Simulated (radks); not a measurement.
Results of a calculation; reference values are marked as such.
Initial-state core-level shifts of the titanium ion Ti3+ when its valence configuration changes from [Ar] 3d1. Code: a radial shooting solver on a logarithmic mesh with Libxc functionals. Model: Dirac Kohn-Sham, PBEsol, spin-unpolarised, spherical densities, finite nucleus; open shells fill j = l - 1/2 first; Fermi nuclear charge, rms radius 3.5921 fm. Shifts are changes of the shell-averaged eigenvalues in eV (positive: less bound); the change of the density at the nucleus, which sets a Mossbauer isomer shift, is in e/bohr^3, on a base of 8472.

valence,1s,2s,2p,3s,density at nucleus
4s1,-8.298,-9.586,-9.485,-7.383,+10.5392
4p1,-9.269,-10.589,-10.477,-8.355,+2.5534
3d0.5 4s0.5,-4.019,-4.639,-4.589,-3.625,+5.0198
3d0.5 4p0.5,-4.517,-5.149,-5.095,-4.126,+1.1962
